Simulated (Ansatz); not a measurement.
Geometry optimisation, Ansatz, RKS PBE/def2-SVP.

The input (input.yaml):

```yaml
crystal:
  periodic: [false, false, false]
  atoms:
    - { symbol: F, position_ang: [1.837, -0.0311, -0.4931] }
    - { symbol: Ge, position_ang: [0.1783, -0.5124, -0.0276] }
    - { symbol: F, position_ang: [-0.789, -0.8995, -1.4723] }
    - { symbol: S, position_ang: [-0.7504, 1.1332, 1.0903] }
    - { symbol: H, position_ang: [0.2964, -1.7712, 0.8592] }
    - { symbol: H, position_ang: [-0.7302, 2.017, -0.0027] }
basis:
  gaussian: { orbitals: def2-SVP }
hamiltonian:
  xc: pbe
relax:
  f_tol: 0.02
  max_steps: 50
output:
  orbitals: {}
```

Run as:

```bash
$ ansatz run input.yaml --threads 2 --pin off --max-ram 3072MiB --backend cpu --events-out ev --progress --plain --runs-dir out
```

**Question.** Where does it end, and by what steps?

**Answer.** It converged. After 4 steps the energy has fallen by 0.108 eV; F1 moved furthest, 0.11 Å.

```tsv
step	energy less start (eV)	largest force component (eV/Å)	accepted
0	0.0000	1.012	yes
1	-0.0904	0.572	yes
2	-0.1052	0.084	yes
3	-0.1077	0.033	yes
4	-0.1078	0.008	yes
```

```xyz
6
Properties=species:S:1:pos:R:3
F 1.756 -0.046 -0.567
Ge 0.175 -0.511 0.017
F -0.693 -0.858 -1.461
S -0.783 1.166 1.095
H 0.293 -1.791 0.868
H -0.705 1.977 0.001
```

Whether the end is a true minimum wasn't checked by a vibrational analysis.

The run took 12 s on 2 threads of Arm Neoverse N1, on a shared host, peak memory 0.13 GiB.
